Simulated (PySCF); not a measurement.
From one molecule to another.

First species: C₇H₁₃NSi₂.
Structure used (GFN2-xTB), in Å, numbered top down from 1:
```
atom  x, y, z in Å
C1    -1.5235   -2.5839    4.1242
C2    -1.2216   -1.8322    3.2312
C3    -0.8848   -0.9795    2.2294
C4    -0.5664   -0.2139    1.3411
Si5   -0.1991    0.9709   -0.0352
C6     0.9327    0.0403   -1.2569
C7     2.2309   -0.4409   -0.6207
C8     3.1409   -1.1365   -1.6268
Si9   -2.1567    1.6715   -1.0379
N10   -3.0594    2.3985    0.2382
H11   -1.7831   -3.2374    4.9018
H12    0.6108    2.0246    0.6112
H13    1.1712    0.6934   -2.1001
H14    0.4052   -0.8197   -1.6756
H15    2.7596    0.4118   -0.1887
H16    1.9967   -1.1273    0.1961
H17    2.6435   -2.0043   -2.0559
H18    4.0599   -1.4695   -1.1488
H19    3.4007   -0.4569   -2.4369
H20   -2.8742    0.5896   -1.7444
H21   -2.0051    2.7561   -2.0143
H22   -3.9230    2.8684    0.0181
H23   -3.1599    1.9040    1.1098
```

Second species: C5H8ClF3Si.
SMILES: `FC(F)(F)[C@@H](Cl)[C@@H]1CC[SiH2]1`

Levels: PBE0/pcSseg-1 for dipole moment, HOMO energy, LUMO energy and HOMO–LUMO gap; GFN2-xTB for rotational constant A and rotational constant C. Geometries: GFN2-xTB. All species are isolated and taken at one optimised geometry, non-relativistic unless stated; the electronic structure was computed with PySCF and density fitting.

Dipoles, sizes and rotational constants follow the conformer. The torsions of the flexible species, by atom-mapped SMILES:
- `[CH:1]#[C:2][C:3]#[C:4][Si@@H:5]([CH2:6][CH2:7][CH3:8])[SiH2:9][NH2:10]`: C4–Si5–C6–C7 -59°, Si5–C6–C7–C8 -178°, C4–Si5–Si9–N10 59°, H–N10–Si9–Si5 174°, H–N10–Si9–Si5 -48°
- `[F:1][C:2]([F:3])([F:4])[C@@H:5]([Cl:6])[C@@H:7]1[CH2:8][CH2:9][SiH2:10]1`: F1–C2–C5–Cl6 -66°, C2–C5–C7–C8 175°

(1) Which of the two has the higher HOMO–LUMO gap, and by how much?

(2) Which has the higher rotational constant A?

(3) Which of the two has the higher HOMO energy, and by how much?

(4) Which has the higher LUMO energy?

(5) Which has the higher rotational constant C?

(6) Which has the higher dipole moment?

Results:

(1) The second: 8.28 eV against 5.90 eV, a difference of 2.38 eV.

(2) The second: 1.389 GHz against 0.706 GHz, a difference of 0.683 GHz.

(3) The first: -7.15 eV against -8.22 eV, a difference of 1.07 eV.

(4) The second: 0.06 eV against -1.25 eV, a difference of 1.31 eV.

(5) The second: 0.549 GHz against 0.353 GHz, a difference of 0.196 GHz.

(6) The second: 3.06 D against 0.89 D, a difference of 2.17 D.

On the first: The dipole equals about 3.0 × 10⁻³⁰ C·m (1 D = 3.33564 × 10⁻³⁰ C·m).

On the second: In atomic units the dipole is 1.20 e·bohr (1 au = 2.5417 D).
